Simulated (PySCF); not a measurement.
SMILES [Si](C)(C)([SiH2][SiH2][GeH3])C (C₃H₁₆GeSi₃), singlet, GFN2-xTB optimised geometry. Atoms within 1.6 Å of the plane z = 0.0 Å (x, y, z in Å): C1 (1.59, 1.58, 0.00), Si2 (-0.32, 1.58, 0.00), C4 (-0.91, 3.39, 0.00), Si6 (-0.87, -1.96, -1.57), Ge7 (1.22, -2.50, -0.65), H8 (1.99, 2.05, -0.89), H9 (1.98, 0.56, 0.03), H10 (2.00, 2.10, 0.86), H14 (-0.54, 3.95, 0.86), H15 (-2.00, 3.45, 0.03), H16 (-0.59, 3.91, -0.90), H20 (-1.88, -2.53, -0.67), H21 (2.40, -1.86, -1.32), H22 (1.42, -2.09, 0.79), H23 (1.61, -3.95, -0.62).

Level of theory: PBE/def2-SVP (PySCF). Cells within 0.4 Å of a nucleus heavier than hydrogen are left out (blank, or x).

Map of the deformation density (molecule minus spherical neutral atoms) (e/bohr³) on the plane z = 0.0 Å:

```
|11111111111111111111111111111|
|11111111111111111111111111111|
|11111111111111111111111111111|
|11111111110000011111111111111|
|11111111000001001111111111111|
|11111110013232000111111111111|
|11111110039xx1000011111111111|
|111111100143x3100000011111111|
|11111111001254100000001111111|
|11111111100121012021001111111|
|1111111110000xx35xx1001111111|
|1111111110000x0245x2001111111|
|11111111100010001286101111111|
|11111111100000000132001111111|
|11111111100000000000011111111|
|11111111110000000000011111111|
|11111111110000000000111111111|
|11111111110000000110111111111|
|11111111111000011211011111111|
|11111111111100112221001111111|
|11111111101100011110001111111|
|11111111101100001110001111111|
|11111111111110001221011111111|
|11111111111111001111111111111|
|11111111111111111111111111111|
|11111111111111111111111111111|
|11111111111111111111111111111|
|11111111111111111111111111111|
|11111111111111111111111111111|
```
Scale: ten equal steps from -0.013 (start of '0') to 0.093 (end of '9'), in the order '0123456789'; x runs from -6.00 to 6.00, y from -6.00 (bottom) to 6.00 (top).
